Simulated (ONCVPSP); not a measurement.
# Ni: variants of one ONCV potential

Base potential:

nickel (Ni), optimised norm-conserving Vanderbilt (ONCV), made with ONCVPSP 4.0.1 (Wu-Cohen, scalar-relativistic). Core [Ne], reference 3s2 3p6 3d8 4s2. Waves: 3s+4s: rc 1.05 bohr, ncon 4, nbas 9, qcut 13 1/bohr, 2 projectors; 3p: rc 1.00 bohr, ncon 3, nbas 6, qcut 13.2 1/bohr, 2 projectors, debl 1.1 Ha; 3d: rc 0.90 bohr, ncon 4, nbas 9, qcut 14.4 1/bohr, local. Local part: the d channel. Core correction: Teter function, fcfact 2.5, rcfact 1.

In the p channel the program set the typed energies aside and used -2.620, 0.250 Ha.

Cutoffs, loose and tight: the cutoffs (Ha) at which the residual kinetic energy of the hardest occupied pseudo-wave falls to 1 and 0.1 mHa per electron. They do not see the model core or the augmentation charge, which bear on the density cutoff. Test errors are all-electron minus pseudo excitation energies from the reference, over the configurations 3s2 3p6 3d8 4s1; 3s2 3p6 3d8 4s0; 3s2 3p6 3d7 4s0; 3s2 3p6 3d8.5 4s1.5. A dash means not determined; rows that change the core or the reference have their own tests.

A true bound ghost makes a file unfit for plane-wave use even where its test errors are small: the radial tests pick states by their node count and pass the ghost by.

```csv
change,outcome,"cutoff, loose","cutoff, tight",bound ghosts,GHOST(+) flags above zero,largest test error (meV)
base,"generated, projector energies reset by the program",94 Ha,136 Ha,s,none,-15
"all radii but the core radius scaled by about 0.86 (s 0.90, p 0.86, d 0.78 bohr)","generated, projector energies reset by the program",142 Ha,478 Ha,s,p,-8.8
"all radii but the core radius scaled by about 0.94 (s 0.98, p 0.94, d 0.84 bohr)","generated, projector energies reset by the program",101 Ha,361 Ha,s,p,-11
"all radii but the core radius scaled by about 1.06 (s 1.12, p 1.06, d 0.96 bohr)","generated, projector energies reset by the program",89 Ha,101 Ha,s,none,-18
"all radii but the core radius scaled by about 1.12 (s 1.18, p 1.12, d 1.00 bohr)","generated, projector energies reset by the program",86 Ha,97 Ha,s,none,-21
"all radii but the core radius scaled by about 1.18 (s 1.24, p 1.18, d 1.06 bohr)","generated, projector energies reset by the program",83 Ha,93 Ha,s,none,-26
```

**Question.** What comes out with this change to the base: all radii but the core radius scaled by about 1.26 (s 1.32, p 1.26, d 1.14 bohr)?

**Answer.** outcome: generated, projector energies reset by the program; cutoff, loose: 78 Ha; cutoff, tight: 88 Ha; bound ghosts: s; GHOST(+) flags above zero: none; largest test error (meV): -32.

**Question.** What comes out with this change to the base: all radii but the core radius scaled by about 0.78 (s 0.82, p 0.78, d 0.70 bohr)?

**Answer.** outcome: generated, projector energies reset by the program; cutoff, loose: 412 Ha; cutoff, tight: 630 Ha; bound ghosts: none; GHOST(+) flags above zero: s; largest test error (meV): -4.4.

**Question.** What comes out with this change to the base: all radii but the core radius scaled by about 1.32 (s 1.38, p 1.32, d 1.18 bohr)?

**Answer.** outcome: generated, projector energies reset by the program; cutoff, loose: 76 Ha; cutoff, tight: 86 Ha; bound ghosts: s; GHOST(+) flags above zero: none; largest test error (meV): -36.

Reading the sweep of the scale of all radii but the core radius (base = 1) (base included, trends over the rows without a ghost): Bound ghosts are found at 0.86, 0.94, 1, 1.06, 1.12, 1.18, 1.26, 1.32.
